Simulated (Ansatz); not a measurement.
Job for Ansatz (a first-principles code): R-B3LYP/def2-TZVPP on GeH4Se2 (SMILES [GeH3][Se][SeH]), a point of a torsion scan.

Ansatz 0.2 input:
```yaml
crystal:
  periodic: [false, false, false]
  atoms:
    - {symbol: Ge, position_ang: [0.99520055, -0.12949446, 0.06197599]}
    - {symbol: Se, position_ang: [-0.44533223, 1.67370751, -0.31860298]}
    - {symbol: Se, position_ang: [-2.50336967, 0.61209236, 0.04730306]}
    - {symbol: H, position_ang: [0.75053423, -1.26726996, -0.88904806]}
    - {symbol: H, position_ang: [2.39298526, 0.38025474, -0.09516543]}
    - {symbol: H, position_ang: [0.80110971, -0.65564363, 1.46078468]}
    - {symbol: H, position_ang: [-2.02032175, -0.35803200, 1.01837408]}
basis:
  gaussian:
    orbitals: def2-TZVPP
hamiltonian:
  xc: {name: B3LYP}
scf: {lower_state_search: off}
```

The log:

```
WARN ansatz: RAYON_NUM_THREADS=1 ignored (pool sized by the plan → 1); use --threads N
Functional definition: B3LYP
these checks for a lower state are left out or cut short: stability, starts, cluster_reference, orbital_swaps, neighbouring_geometries, increment
integrals: 0.15 GiB planned
1443 factors; their error is unknown
mean field: 1.38 GiB planned
mean field evaluation 1: about -187285.2218 eV, gradient 2.2e1 eV
mean field evaluation 2: about -187285.5580 eV, gradient 2.0e1 eV
mean field evaluation 4: about -187285.8082 eV, gradient 4.8e-1 eV
mean field evaluation 8: about -187286.6759 eV, gradient 4.7e-1 eV
mean field evaluation 16: about -187286.6761 eV, gradient 2.9e-5 eV
mean field -187286.67607680 eV, -6882.6583983538 hartree, gradient 4.7e-6 eV, S^2 0.000000; 0 other end points of the search recorded, 0 dependent functions left out
reference -187286.67633022 eV, -6882.6584076669 hartree; 52, 52 occupied and 148, 148 virtual orbitals, 1443 factors
Total energy: -187286.67633022 eV, -6882.6584076669 hartree
Checks for a lower state left out: stability, starts, cluster_reference, orbital_swaps, neighbouring_geometries, increment
```

Self-consistency was reached.

Cost: very roughly 4 core-seconds.
